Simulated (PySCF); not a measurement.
[RuCl2]+: from structure and modes to constants

Computed with UPBE0/[Ru def2-SVP with ECP28, Cl def2-SVP], scalar-relativistic core potentials, density fitting, no spin–orbit coupling, PySCF.

The sextet minimum has C2v symmetry. Masses (u): Ru 101.90435, Cl 34.96885.

```xyz
3
charge 1 multiplicity 6, angstrom
Ru    0.0000    0.0000   -0.3072
Cl    2.0723    0.0000    0.4476
Cl   -2.0723    0.0000    0.4476
```

Harmonic wavenumbers (cm⁻¹): 59.6 (a1, ×1), 398.7 (a1, ×1), 459.7 (b2, ×1).

What is the harmonic zero-point energy?

Half the sum of all 3 wavenumbers, 918/2 = 459 cm⁻¹, which is 5.5 kJ/mol (1 cm⁻¹ = 0.0119627 kJ/mol).

Give the standard entropy (298.15 K, 1 bar) by its translational, rotational, vibrational and spin parts, and Cp.

Sackur–Tetrode with M = 171.84 u gives 173.0; rotation with symmetry number 2 gives 103.7; vibration 26.0; spin R ln 6 = 14.9. The total is 317.6 J/(mol K), and Cp = 4 R + 20.0 = 53.3 J/(mol K).

This need not be the most stable arrangement of these atoms. With open d or f shells other occupations or spin states may lie lower.
